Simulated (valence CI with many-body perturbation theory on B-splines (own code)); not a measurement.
**Ba VIII: magnetic and hyperfine properties of the levels**

Calculated by valence CI with perturbative core correlation (CI+MBPT): three valence electrons over a frozen Dirac-Fock core [Kr] 4d10, radial functions for each j: 8 s, 8 p, 9 d, 9 f, 6 g, 3 h, 2 i, with the one-electron correlation potential Σ1, the two-electron term Σ2, the three-electron term Σ3, Breit, model QED; selected CI, second order for the rest, scaled by the run's own slope (own B-spline code, finite nucleus).

Set against measurement, 58 paired levels are off by 850 cm⁻¹ on average, the worst by 3081. These come from a selection out of Sansonetti and Curry, J. Phys. Chem. Ref. Data 39, 043103 (2010). Levels without a partner in it may be off by more, other configurations by several thousand cm⁻¹. 3 measured levels below the end of the list, from 249919 cm⁻¹ on, found no clear computed partner, and computed levels of the same name lie up to 9005 cm⁻¹ from them.

A/g_I is the dipole constant over the nuclear g factor μ/I (μ in nuclear magnetons, uniformly magnetised nucleus), B/Q the quadrupole constant per barn. Both hold the static response of the core; the bare values leave it out. Large factors of s and p1/2 electrons are usually good to 5 to 10 %; those of open d and f shells near neutrality can be off by tens of per cent, and small factors of p3/2, d and f electrons come from cancelling terms and can be off by a factor of two or in sign, in half-filled shells by more. B is blank for J = 1/2, where it vanishes, and for nearly pure S terms. Energies count from the lowest level.

Names give the largest LS component (configuration and term), which can be under half, so a name can repeat, a term be missing and a line seem to break the LS rules; names also repeat where a configuration has a term twice. Letters in brackets count levels of one name in rising energy.

```csv
Level,E (cm⁻¹),g,A/g_I (MHz),A/g_I bare,B/Q (MHz/b),B/Q bare
5s²5p ²P°_1/2,0,0.665,16400,15200,,
5s²5p ²P°_3/2,23599,1.334,2450,2090,4840,4270
5s5p² ⁴P_1/2,115680,2.600,42900,39100,,
5s5p² ⁴P_3/2,128310,1.719,15600,14200,4060,3570
5s5p² ⁴P_5/2,137520,1.527,16400,14900,-3070,-2720
4f5s² ²F°_5/2,137590,0.856,324,364,660,468
4f5s² ²F°_7/2,138890,1.143,216,336,778,535
5s5p² ²D_3/2,157680,0.843,-3870,-3600,6090,5390
5s5p² ²D_5/2,165670,1.274,14700,13500,7210,6370
5s5p² ²P_1/2,174950,1.149,8910,8240,,
5s5p² ²S_1/2,199220,1.589,52700,48800,,
5s5p² ²P_3/2,200720,1.302,-5950,-5710,-4540,-4060
5s²5d ²D_3/2,230930,0.796,-1060,-998,1050,814
5s²5d ²D_5/2,234600,1.198,1740,1590,1410,1080
4f5s5p ⁴G_5/2,244690,0.722,-3350,-3030,-318,-405
4f5s5p ⁴F_7/2,246580,1.147,3540,3370,-1680,-1640
4f5s5p ⁴F_3/2,250150,0.473,-12100,-11100,-1350,-1260
4f5s5p ⁴F_5/2,250660,1.013,-4800,-4200,33.7,-58.6
4f5s5p ²F_7/2 [a],250730,1.161,7740,7230,-1320,-1280
4f5s5p ⁴F_9/2,250990,1.256,7250,6770,-4160,-3830
4f5s5p ²F_5/2 [a],257820,0.859,-422,-331,410,267
4f5s5p ²G_7/2 [a],259790,1.073,1850,1790,886,660
4f5s5p ⁴G_9/2,266730,1.240,5790,5420,3350,2860
4f5s5p ⁴D_7/2,268470,1.230,6120,5710,954,788
4f5s5p ⁴G_11/2,269370,1.273,6210,5790,5500,4670
4f5s5p ⁴D_5/2,271480,1.268,6510,6060,-1100,-970
4f5s5p ⁴D_3/2,273900,1.134,2930,2800,-1180,-1020
4f5s5p ²G_7/2 [b],274270,1.068,4080,3840,2270,1900
4f5s5p ⁴D_1/2,275270,-0.003,-21500,-19500,,
4f5s5p ²D_5/2 [a],281210,1.140,-479,-401,23.6,-45.8
4f5s5p ²G_9/2 [a],282770,1.116,6170,5690,5130,4370
5p³ ⁴S°_3/2 [a],288990,1.390,1710,1410,3450,3040
4f5s5p ²D_3/2 [a],289330,0.801,-10600,-9490,1350,1120
4f5s5p ²F_5/2 [b],299710,0.886,1900,1790,-3990,-3640
4f5s5p ²F_7/2 [b],300810,1.139,-1140,-915,-4110,-3780
5p³ ⁴S°_3/2 [b],302360,1.418,-754,-873,-59.5,-62.1
5p³ ²D°_5/2,304160,1.199,5730,5190,-1140,-1030
4f5s5p ²G_7/2 [c],305770,0.894,-1790,-1640,4350,3730
4f5s5p ²G_9/2 [b],305890,1.115,-473,-334,5200,4460
4f5s5p ²D_3/2 [b],312460,0.795,1690,1650,1270,1060
```

Task: Take the isotope of mass number 135, with I = 3/2, μ = 0.8381 μN and Q = 0.153 b. What is the hyperfine structure of 5s5p² ²D_3/2?

Result: From the table A = -2160 MHz, B = 931 MHz. Shifts from the centre of gravity in MHz: F = 0: 9260, F = 1: 6170, F = 2: 922, F = 3: -4630.
